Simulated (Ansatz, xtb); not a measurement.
**C4H13PSi: 4 structures ranked**

4 gas-phase structures of C4H13PSi, from a drawn sample of its isomers (lower ones may exist). Each was relaxed with GFN2-xTB; where two conformers were screened, the lower at r2SCAN-D4/def2-SVP is listed:

A. `C[Si](C)(C)CP`, a singlet
B. `CCP(C)C[SiH3]`, a singlet
C. `CCCC[SiH2]P`, a singlet
D. `CC[C@@H](C)P[SiH3]`, a singlet

Problem. Estimate their order in r2SCAN-D4/def2-SVP energy at these geometries, lowest first.

Solution. Calculated order at r2SCAN-D4/def2-SVP: A (0.0), C (16.8), B (20.8), D (22.9) kcal/mol.

Energies above the lowest of each column, in kcal/mol; the last columns are at B3LYP/def2-SVP geometries and were run for some of them only (a dash: not run or not comparable):

```tsv
structure	GFN2-xTB	HF/STO-3G	r2SCAN-D4/def2-SVP	B3LYP/def2-SVP	CCSD(T)/def2-SVP + ΔMP2/def2-TZVPP
A	22.1	0.0	0.0	0.0	0.0
C	2.9	21.8	16.8	14.4	19.8
B	7.9	18.6	20.8	–	–
D	0.0	27.4	22.9	–	–
```

CCSD(T)/def2-SVP + ΔMP2/def2-TZVPP puts A lowest of those it was run on; GFN2-xTB picks D. Some further structures that were screened fall inside this span and aren't listed. Flexible structures stand in one conformer each, not always the lowest. A keeps a small imaginary mode. Frequencies (GFN2-xTB) were run for A, C alone. The ΔMP2 step shifts differences by up to 7.1 kcal/mol, which makes them less sure. ΔMP2 is the change of the MP2 energy from the smaller to the larger basis.

Over these structures GFN2-xTB departs from r2SCAN-D4/def2-SVP by 14.5 kcal/mol on average once a common shift is removed. A GFN2-xTB relaxation took about 0.11 s and the r2SCAN-D4/def2-SVP energy about 1.9 s on a shared host (Ansatz 0.2.0, xtb 6.7.1).
